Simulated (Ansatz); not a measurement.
`[CH3][SnH]([CH3])[Cl]` + NH₃ → `[CH3][SnH]([NH2])[Cl]` + CH₄ at 400 K and 1 bar (ligand exchange at the Sn–C bond).

Program: Ansatz. Geometries: PBE0-D4/def2-TZVP. ΔE: electronic, gas phase. CBS: MP2 limit from def2 TZ/QZ plus the TZ coupled-cluster correction, frozen cores. This one scheme is used for every species. def2 core potentials past Kr. For Sn outer-core shells are correlated without core-valence functions, which leaves a few kJ/mol of doubt a bond. Each species was taken in one conformer, which may not be the lowest.

```
                species  CCSD(T)/CBS energy (Eh)  H − E (kJ/mol)  S (J/(mol·K))
`[CH3][SnH]([CH3])[Cl]`               -754.17727           246.4          413.7
                    NH₃                -56.50880           104.2          203.1
`[CH3][SnH]([NH2])[Cl]`               -770.22867           217.3          412.8
                    CH₄                -40.46206           131.3          197.2
```

H − E and S are ideal-gas, rigid-rotor, harmonic terms from PBE0-D4/def2-TZVP, for one conformer and one mirror image of each species. 1 Eh = 2625.50 kJ/mol, R = 8.31446 J/(mol·K).

**Question.** By hand: ΔE, ΔH, ΔS and ΔG.

**Answer.** ΔE = (-770.22867) + (-40.46206) − (-754.17727) − (-56.50880) = -0.00466 Eh = -12.2 kJ/mol. Δ(H − E) = 217.3 + 131.3 − 246.4 − 104.2 = -2.0, so ΔH = -14.2 kJ/mol. ΔS = 412.8 + 197.2 − 413.7 − 203.1 = -6.8 J/(mol·K). ΔG = -14.2 − 400 × (-6.8)/1000 = -11.5 kJ/mol.

**Question.** By hand: the equilibrium constant, and the temperature at which ΔG would vanish if ΔH and ΔS stayed fixed.

**Answer.** log₁₀ K = −ΔG/(RT ln 10) = 1.5. ΔG = 0 at ΔH/ΔS = 2088 K, though so small a ΔS makes that figure unsure.

The number of gas molecules stays the same, so ΔS is small and ΔH decides. A doubt of 5 kJ/mol in ΔE shifts log₁₀ K by 0.7 here. Other conformers and mirror images would add mixing entropy, several J/(mol·K) or more a flexible species. These are equilibria of isolated gas molecules and say nothing of rates. Largest T1 diagnostic: 0.011 (customary marks: 0.02 for closed shells, 0.045 for open ones).
